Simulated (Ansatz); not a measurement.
Species: CCrO, charge 0, multiplicity 7. The spin state was set by rule; other spins were not relaxed. SMILES: [O+]#[C-]->[Cr]
Geometry from a B3LYP-D3(BJ)/def2-TZVP (Ansatz, a first-principles code) optimisation:
```
C
O 1 1.1416
Cr 1 2.2463 2 137.25
```
Charge 0, spin multiplicity 7.

Quantity: vertical ionisation energy (to the sextet state of charge +1; each state is the SCF solution reached for its spin), in eV. Correlated levels leave the core frozen unless marked. UHF or UKS for open shells. No spin-orbit coupling. Frozen are the shells of the preceding noble gas and the d and f shells that filled before the atom's block. Non-relativistic. CBS marks a two-point X^-3 extrapolation of the correlation energy; Hartree-Fock from the larger set. [CCSD(T)-MP2]/basis is that difference in the basis named.

```
level         program  vertical ionisation energy (eV)
------------  -------  -------------------------------
HF/def2-SVPD   Ansatz                             5.23
```

Predict the RI-MP2/CBS(def2-TZVPPD,def2-QZVPPD)+[CCSD(T)-MP2]/def2-TZVPPD result (Ansatz).

5.89 eV
